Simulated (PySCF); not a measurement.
Isomers C5H10FPSi:

A. SMILES C=C/C=C(/F)[Si@@H](C)P
B. SMILES C1[C@@H](C=C)[C@@H](F)[Si@@H]1P
C. `C=C[C@@H]1C[Si@H](P)[C@@H]1F`

Spectrum 1. ¹H NMR (400 MHz, computed): δ 6.57 (m, 1H), 5.45 (m, 1H), 5.28 (m, 1H), 5.27 (m, 1H), 5.12 (m, 1H), 3.08 (m, 1H), 1.72 (m, 1H), 1.53 (m, 1H), 1.36 (m, 2H). ¹³C{¹H} NMR (computed): δ 148.7 (CH), 120.0 (CH2), 96.6 (CH), 50.8 (CH), 21.7 (CH2).

Spectrum 2. ¹H NMR (400 MHz, computed): δ 6.36 (m, 1H), 5.76 (m, 1H), 5.40 (m, 1H), 5.36 (m, 1H), 5.14 (m, 1H), 3.55 (m, 1H), 1.34 (m, 1H), 1.31 (m, 2H), 1.01 (m, 1H). ¹³C{¹H} NMR (computed): δ 148.2 (CH), 121.1 (CH2), 92.3 (CH), 52.6 (CH), 13.8 (CH2).

Spectrum 3. ¹H NMR (400 MHz, computed): δ 6.90 (m, 1H), 6.82 (m, 1H), 5.55 (m, 1H), 5.47 (m, 1H), 5.11 (m, 1H), 1.38 (m, 2H), 0.44 (m, 3H). ¹³C{¹H} NMR (computed): δ 181.5 (C), 138.7 (CH), 135.8 (CH), 125.2 (CH2), -0.6 (CH3).

One computed conformer, in vacuum, non-relativistic Hamiltonian, one averaged value for each set of equivalent atoms. NMR shieldings at PBE0/pcSseg-1/GIAO; structure optimised with GFN2-xTB; PySCF.

Chemical shifts δ = σref − σ; ¹H, ¹³C against TMS, all at this level. Splittings of carbon signals by F and P are missing where no couplings were computed. Where no couplings were computed, multiplicities follow the n + 1 count of equivalent neighbours, and m marks all less simple cases (inequivalent or close neighbours, rings, F or P nearby). Shifts are as computed. Against solution values, carbons near 30 ppm lie about +3 ppm off and those near 130 ppm about +5 ppm. Of 1309 compounds with measured shifts, 239 miss one by over three times the rms of a fit or turn the order of signals round; such compounds aren't used in these exercises.

Question: Match each spectrum to its structure.

Answer: 1–C, 2–B, 3–A.

- Spectrum 1 (C): 5 ¹³C signals; δC 148.7 is an alkene CH; δC 120.0 is a terminal =CH2 carbon.
- Spectrum 2 (B): 5 ¹³C signals; δC 148.2 is an alkene CH; δC 121.1 is a terminal =CH2 carbon.
- Spectrum 3 (A): 5 ¹³C signals; δC 138.7 is an alkene CH; δC 135.8 is an alkene CH.
